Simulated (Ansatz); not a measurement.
Diatomic TeN, multiplicity 4 (an upper state: multiplicity 2 came lower at CCSD(T)/def2-TZVPP on PBE0 minima). No spin–orbit coupling.

Constants: fifth-degree fit in 1/R to seven points, most abundant isotopes. Runs in def2 and cc sets follow the lowest solution found near the PBE0 minimum.

Codes used: Ansatz (Gaussian orbitals).  In def2 rows elements past Kr take small-core potentials, without spin–orbit coupling.

```json
[
 {"level": "PBE/def2-TZVPP", "r_e (Å)": "2.064", "ω_e (cm⁻¹)": "568", "ω_e x_e (cm⁻¹)": "3.0", "B_e (cm⁻¹)": "0.313", "dipole (D)": "2.15"},
 {"level": "PBE0/def2-TZVPP", "r_e (Å)": "2.044", "ω_e (cm⁻¹)": "583", "ω_e x_e (cm⁻¹)": "3.2", "B_e (cm⁻¹)": "0.319", "dipole (D)": "1.98"},
 {"level": "wB97X-V/def2-TZVPP", "r_e (Å)": "2.040", "ω_e (cm⁻¹)": "585", "ω_e x_e (cm⁻¹)": "3.3", "B_e (cm⁻¹)": "0.321", "dipole (D)": "1.98"}
]
```

Ansatz is an electronic-structure program.
